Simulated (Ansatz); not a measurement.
Isomers of BFH5NSi, relaxed with PBE0-D4/def2-TZVP in Ansatz; electronic energies, one conformer each and not always the lowest. Functionals use def2-TZVPP; CBS adds triple-zeta CCSD(T) − MP2 to the MP2 limit of def2-TZVPP and def2-QZVPP.

Q: Order them by energy at frozen-core CCSD(T)/CBS, lowest first. (Best estimate.)
A. `B[SiH](N)F`
B. `BN[SiH2]F`
C. `FBN[SiH3]`
D. `NB(F)[SiH3]`

A: B (0.0 kJ/mol), C (13.4 kJ/mol), D (78.3 kJ/mol), A (161.1 kJ/mol).

Q: How do ωB97M-V, PBE-D4, B3LYP, MP2/CBS(def2) place them (kJ/mol, against `BN[SiH2]F`)? (Estimate.)

A: Ansatz gave: 
```tsv
isomer	ωB97M-V	PBE-D4	B3LYP	MP2/CBS(def2)
`NB(F)[SiH3]`	73.5	46.9	67.8	89.4
`B[SiH](N)F`	164.2	153.7	161.7	167.3
`FBN[SiH3]`	9.0	2.5	7.7	16.7
```

B3LYP here is the variant with VWN-RPA as its local correlation; programs differ in this.
